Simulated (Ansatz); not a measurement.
`C=N[SiH2]F` + `N[SiH3]` → `C=N[SiH2]N[SiH3]` + H–F  (ligand exchange at the Si–F bond)

Isolated molecules relaxed with PBE0-D4/def2-TZVP in Ansatz; ΔE leaves out vibrations. CCSD(T)/CBS adds triple-zeta CCSD(T) − MP2 to the extrapolated MP2 energy (def2 sets, frozen cores). This one scheme is used for every species. DFT in def2-TZVPP. B3LYP here is the variant with VWN-RPA as its local correlation; programs differ in this. Each species was taken in one conformer, which may not be the lowest.

(1) Is it downhill or uphill in electronic energy at CCSD(T)/CBS, and by how much? (An estimate is asked.)

(2) What do these levels give: LDA (SPW92), revPBE-D4, PBE-QIDH, revPBE, BLYP, PBE0, B3LYP, LC-ωPBE, HF/def2-SVP, HF/def2-TZVPP, MP2/def2-TZVPP, HF/def2-QZVPP? (Estimate.)

Largest T1 diagnostic among the species: 0.013.

Answers

(1) Computed: Uphill: ΔE = +73.9 kJ/mol.

(2) Computed: LDA (SPW92) 75.6, revPBE-D4 69.4, PBE-QIDH 75.7, revPBE 85.7, BLYP 96.1, PBE0 80.6, B3LYP 93.0, LC-ωPBE 83.5, HF/def2-SVP 87.8, HF/def2-TZVPP 96.4, MP2/def2-TZVPP 71.8, HF/def2-QZVPP 97.4 kJ/mol.

In def2-TZVPP, CCSD(T) changes the Hartree–Fock value by −22.0 kJ/mol (the triples alone add −3.3 kJ/mol) and MP2 by −24.6 kJ/mol. From BLYP to BHLYP (50 % exact exchange), in def2-TZVPP and without D4, ΔE moves by −3.5 kJ/mol.
